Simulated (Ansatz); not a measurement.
Reaction (redistribution): `[NH2][GeH2][SiH2]F` + `NCB(N)O` → `N[CH2][GeH2][NH2]` + `NB(O)[SiH2]F`

Isolated molecules relaxed with PBE0-D4/def2-TZVP in Ansatz; ΔE leaves out vibrations. CBS: MP2 limit from def2 TZ/QZ plus the TZ coupled-cluster correction, frozen cores. Functionals use def2-TZVPP. B3LYP here is the variant with VWN-RPA as its local correlation; programs differ in this. For Ge outer-core shells are correlated without core-valence functions, which leaves a few kJ/mol of doubt a bond. Scalar relativity is left out up to krypton. Each species was taken in one conformer, which may not be the lowest.

```tsv
level	ΔE (kcal/mol)	difference from CCSD(T)/CBS
PBE-D4	12.8	0.8
r2SCAN-D4	13.2	1.2
PBE0-D4	13.3	1.3
B3LYP-D4	12.7	0.7
ωB97X-V	12.3	0.3
ωB97M-V	13.0	1.0
B2PLYP	12.3	0.3
PBE	12.8	0.8
r2SCAN	13.2	1.2
PBE0	13.3	1.3
B3LYP	12.7	0.7
HF/def2-TZVPP	12.6	0.6
MP2/def2-TZVPP	11.7	-0.3
SCS-MP2/def2-TZVPP	11.3	-0.7
CCSD/def2-TZVPP	12.1	0.1
CCSD(T)/def2-TZVPP	11.9	-0.1
HF/def2-QZVPP	12.6	0.6
MP2/def2-QZVPP	11.8	-0.2
SCS-MP2/def2-QZVPP	11.4	-0.6
HF/CBS(def2)	12.6	0.6
MP2/CBS(def2)	11.8	-0.2
CCSD/CBS(def2)	12.2	0.2
CCSD(T)/CBS	12.0	0
```

Largest T1 diagnostic among the species: 0.013.
